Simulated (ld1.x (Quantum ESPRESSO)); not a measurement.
# Before and after: TM potential for P (Z = 15)

| Quantity | Value |
| --- | --- |
| Element | P (Z = 15) |
| Generator | ld1.x (Quantum ESPRESSO) 7.5 |
| Type | norm-conserving Troullier–Martins (Kleinman–Bylander form) |
| Functional | revPBE |
| Relativity | scalar-relativistic |
| Frozen core | [Ne] |
| Valence charge | 5 |
| Reference configuration | 3s1.5 3p3.5 |
| Partial waves | 3s (bound): rc 1.55 bohr; 3p (bound): rc 1.20 bohr |
| Local potential | all-electron potential smoothed inside 1.20 bohr (lloc = -2) |
| Core correction | a·sin(br)/r model core inside 0.75 bohr |

Change: all radii but the core radius scaled by about 1.24 (s 1.92, p 1.50 bohr); local potential all-electron potential smoothed inside 1.50 bohr (lloc = -2).

Cutoffs: the cutoffs (Ry, on a coarse ladder) from which the occupation-weighted sum of valence levels, in a spherical-Bessel basis at the reference potential, stays within 10 and 1 mRy of its value at 400 Ry; they do not see the model core or the augmentation charge, which bear on the density cutoff. Errors are all-electron minus pseudo energies relative to the spin-unpolarised reference configuration.

Problem. How do hardness, ghosts and transferability respond?

Solution. The potential gets softer (70 Ry and 100 Ry → 18 Ry and 45 Ry); of the 7 tests that both files solve, the error grows in 4 and shrinks in 3 by more than 15 % and 0.3 meV (median size 3.2 → 2.7 meV); neither file shows a bound ghost. A larger radius leaves more room for a smooth pseudo-wave, so fewer plane waves are needed.

```csv
quantity,base,changed
"cutoff, loose",70 Ry,18 Ry
"cutoff, tight",100 Ry,45 Ry
loose cutoff by channel (10 mRy a level),"s 18 Ry, p 60 Ry","s 15 Ry, p 8 Ry"
bound ghosts,none,none
"error for 3s2 3p3, meV [ΔE -4.25 eV]",+0.7,-1.2
"error for 3s2 3p2, meV [ΔE 5.46 eV]",+2.7,+0.9
"error for 3s2 3p1, meV [ΔE 24.58 eV]",+20,+24
"error for 3s1 3p3, meV [ΔE 14.58 eV]",+6.0,+2.7
"error for 3s2 3p3.3, meV [ΔE -5.55 eV]",+1.2,-0.5
"error for 3s2 3p0, meV [ΔE 54.28 eV]",+58,+92
"error for 3s0 3p5, meV [ΔE 12.93 eV]",+3.2,-15
```
